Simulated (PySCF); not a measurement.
# Worked example: chemical shift, span and skew from a shielding tensor

GaH₇Si₂, SMILES [SiH3][GaH][SiH3]. Atoms are numbered in the order given.

```xyz
10

Ga     0.0000     0.0000    -0.6145
H      0.0000     0.0000    -2.1879
Si    -2.0839    -0.0031     0.5759
H     -2.4701     1.4179     0.8503
H     -1.9643    -0.6973     1.8945
H     -3.1985    -0.6390    -0.1895
Si     2.0839     0.0031     0.5759
H      1.9643     0.6973     1.8945
H      3.1985     0.6390    -0.1895
H      2.4701    -1.4179     0.8503
```

Geometry optimised at ωB97X-D3(BJ)/def2-SVP.

GIAO shieldings from PBE/pcSseg-1 (PySCF), non-relativistic, no solvent. The symmetric part of the tensor of Si3 has the principal values 438.7, 449.0, 466.8 ppm. The same nucleus in TMS has σ = 335.4 ppm at this level (PySCF, at its B3LYP-D3(BJ)/def2-TZVP geometry).

Question: Work out the isotropic shielding, the ²⁹Si shift against TMS, the span and the skew.

Answer: 
σ(iso) = (σ11 + σ22 + σ33)/3 = 451.5 ppm. δ = σ(ref) − σ(iso) = 335.4 − (451.5) = -116.1 ppm.
Span Ω = σ33 − σ11 = 28.1 ppm. Skew κ = 3(σ(iso) − σ22)/Ω = 0.27. Tumbling in solution averages the tensor to δ; in a static solid the shielding alone would spread this spin-1/2 line over Ω.
